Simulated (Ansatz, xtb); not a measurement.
# Ranking isomers of FH3PSn

5 gas-phase structures of FH3PSn, found in a search over its isomers (lower ones may exist). Each was relaxed with GFN2-xTB; where two conformers were screened, the lower at r2SCAN-D4/def2-SVP is listed:

A. `F[PH][SnH2]`, a doublet
B. `[F][SnH][PH2]`, a doublet
C. `[F][Sn][PH3]`, a doublet
D. a doublet given by its coordinates
E. `F[PH2][SnH]`, a doublet

D (Å):

```json
{"atom": "F", "x (Å)": "-2.1456", "y (Å)": "-0.3811", "z (Å)": "-1.7860"}
{"atom": "P", "x (Å)": "-0.5458", "y (Å)": "-0.6789", "z (Å)": "1.1987"}
{"atom": "Sn", "x (Å)": "-1.4241", "y (Å)": "1.1453", "z (Å)": "-0.5974"}
{"atom": "H", "x (Å)": "-0.2342", "y (Å)": "-1.7544", "z (Å)": "0.3870"}
{"atom": "H", "x (Å)": "0.6157", "y (Å)": "0.6643", "z (Å)": "-0.5977"}
{"atom": "H", "x (Å)": "0.7352", "y (Å)": "-0.5660", "z (Å)": "1.7072"}
```

Close contacts (Å): F1–Sn3 2.06, P2–Sn3 2.71, P2–H4 1.38, P2–H6 1.38, Sn3–H5 2.10.

Problem. Estimate their order in r2SCAN-D4/def2-SVP energy at these geometries, lowest first.

Solution. Calculated order at r2SCAN-D4/def2-SVP: C (0.0), B (5.8), E (17.6), D (20.7), A (23.3) kcal/mol.

Energies above the lowest of each column, in kcal/mol; the last columns are at PBE0-D3(BJ)/def2-SVP geometries and were run for some of them only (a dash: not run or not comparable):

```json
{"structure": "C", "GFN2-xTB": "0.7", "HF/STO-3G": "21.4", "r2SCAN-D4/def2-SVP": "0.0", "PBE0-D3(BJ)/def2-SVP": "0.0", "CCSD(T)/def2-SVP + ΔMP2/def2-TZVPP": "0.0"}
{"structure": "B", "GFN2-xTB": "0.8", "HF/STO-3G": "3.3", "r2SCAN-D4/def2-SVP": "5.8", "PBE0-D3(BJ)/def2-SVP": "6.2", "CCSD(T)/def2-SVP + ΔMP2/def2-TZVPP": "8.5"}
{"structure": "E", "GFN2-xTB": "5.3", "HF/STO-3G": "37.2", "r2SCAN-D4/def2-SVP": "17.6", "PBE0-D3(BJ)/def2-SVP": "19.1", "CCSD(T)/def2-SVP + ΔMP2/def2-TZVPP": "16.7"}
{"structure": "D", "GFN2-xTB": "0.0", "HF/STO-3G": "55.4", "r2SCAN-D4/def2-SVP": "20.7", "PBE0-D3(BJ)/def2-SVP": "–", "CCSD(T)/def2-SVP + ΔMP2/def2-TZVPP": "–"}
{"structure": "A", "GFN2-xTB": "8.2", "HF/STO-3G": "0.0", "r2SCAN-D4/def2-SVP": "23.3", "PBE0-D3(BJ)/def2-SVP": "–", "CCSD(T)/def2-SVP + ΔMP2/def2-TZVPP": "–"}
```

CCSD(T)/def2-SVP + ΔMP2/def2-TZVPP puts C lowest of those it was run on; GFN2-xTB picks D, HF/STO-3G picks A. Flexible structures stand in one conformer each, not always the lowest. Frequencies (PBE0-D3(BJ)/def2-SVP) were run for B, C, E alone. The ΔMP2 step shifts differences by up to 8.6 kcal/mol, which makes them less sure. Open shells are spin-unrestricted. Atoms past krypton carry core potentials in the def2 sets, without spin–orbit terms. ΔMP2 is the change of the MP2 energy from the smaller to the larger basis.

Over these structures GFN2-xTB departs from r2SCAN-D4/def2-SVP by 6.7 kcal/mol on average once a common shift is removed. A GFN2-xTB relaxation took about 0.38 s and the r2SCAN-D4/def2-SVP energy about 8.4 s on a shared host (Ansatz 0.2.0, xtb 6.7.1).
